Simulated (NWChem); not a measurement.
# C3H7NSi; SMILES C1CC(=N1)[SiH3]

```xyz
12

Si     0.0194     1.8364     0.0000
C     -0.0040    -0.0580     0.0000
N      1.0383    -0.8225     0.0000
C      0.1926    -2.0300     0.0000
C     -1.0654    -1.1328     0.0000
H     -1.3875     2.3391     0.0000
H      0.7202     2.3397     1.2178
H      0.7202     2.3397    -1.2178
H      0.3453    -2.6578    -0.8933
H      0.3453    -2.6578     0.8933
H     -1.7057    -1.1809    -0.8954
H     -1.7057    -1.1809     0.8954
```
Atoms are numbered in this order, from 1.

Results from NWChem. Pople sets run with spherical d functions. Structure relaxed at the PBE0/def2-SVP level. Not confirmed as a minimum by frequencies. Vzz is the largest principal value of the second derivative of the potential at the nucleus (NWChem prints the opposite sign); η is the asymmetry. Non-relativistic.

| level | Vzz N3 (a.u.) | η N3 | relative time |
|---|---|---|---|
| Hartree-Fock/def2-SVP | -1.097 | 0.65 | 1 |
| Hartree-Fock/def2-TZVP | -1.138 | 0.66 | 3 |
| PBE/6-31G* | -0.869 | 0.44 | 1 |
| PBE/cc-pVTZ | -0.976 | 0.48 | 7 |

Times are rough ratios from one shared machine.
